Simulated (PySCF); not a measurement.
Structure with atom numbers: `[O:1]=[CH:2]/[CH:3]=[C:4]1/[CH2:5][C@H:6]1[NH:7][CH:8]=[O:9]` (H(Xn): hydrogen on atom n). Ha(C5) is cis to N7 on the ring; Hb(C5) is trans to N7 on the ring.

One computed conformer, non-relativistic, in vacuum. σ from GIAO-PBE0/pcSseg-1; geometry: GFN2-xTB; PySCF 2.14.

Scale: TMS for ¹³C and ¹H; ¹⁷O against H2O; NH3 for ¹⁵N (reference shieldings calculated alike).

```tsv
atoms	nucleus	count	δ (ppm)
O1	¹⁷O	1	?
H(C8)	¹H	1	8.33
C3	¹³C	1	131.8
H(C3)	¹H	1	?
H(C2)	¹H	1	10.03
C8	¹³C	1	?
H(C6)	¹H	1	5.01
C2	¹³C	1	195.2
Hb(C5)	¹H	1	1.91
C6	¹³C	1	26.5
Ha(C5)	¹H	1	?
H(N7)	¹H	1	4.06
N7	¹⁵N	1	146.6
C4	¹³C	1	?
O9	¹⁷O	1	417.7
C5	¹³C	1	13.5
```

Q: Complete the table.

A: 
- C4: 161.0 ppm, β carbon of a C=C–C=O unit; conjugation with the carbonyl draws π density from the β position
- C8: 160.3 ppm, amide carbonyl carbon; it is a carbonyl in resonance with an O or N lone pair, the region of acids, esters and amides
- H(C3): 6.64 ppm, hydrogen on an α carbon of a C=C–C=O unit; a vinylic proton, deshielded by the sp2 carbon and the C=C anisotropy
- Ha(C5): 1.19 ppm, hydrogen on a three-membered-ring carbon; cyclopropane-type protons are shielded by the ring
- O1: 708.9 ppm, aldehyde oxygen

OH/NH shifts are gas-phase values; hydrogen bonding in solution moves them, usually downfield. Shifts are as computed. Against solution values, carbons near 30 ppm lie about +3 ppm off and those near 130 ppm about +5 ppm (rms about the fit 2.1 ppm; single classes can miss by 10 ppm). Of 1328 compounds with measured shifts, 309 miss one by over three times the rms of a fit or turn the order of signals round; such compounds aren't used in these exercises. Signals without a measured value on file couldn't be tested in this way; 1H shifts scatter by 0.2 ppm about their fit, and single ones miss by 0.5 ppm. Hydrogen bonding in solution shields acid and N–H amide carbonyl oxygens by tens of ppm. Hydrogen bonding in solution deshields acid and N–H amide carbonyl carbons by as much as 10 ppm beyond these values. Unscaled 17O shifts of doubly bonded oxygen tend to come out too high, by tens of ppm or more. Experimental scales use liquid or dissolved standards, which lie at an offset from isolated NH3 (liquid NH3: subtract about 20 ppm) and H2O (liquid H2O: subtract about 36 ppm).
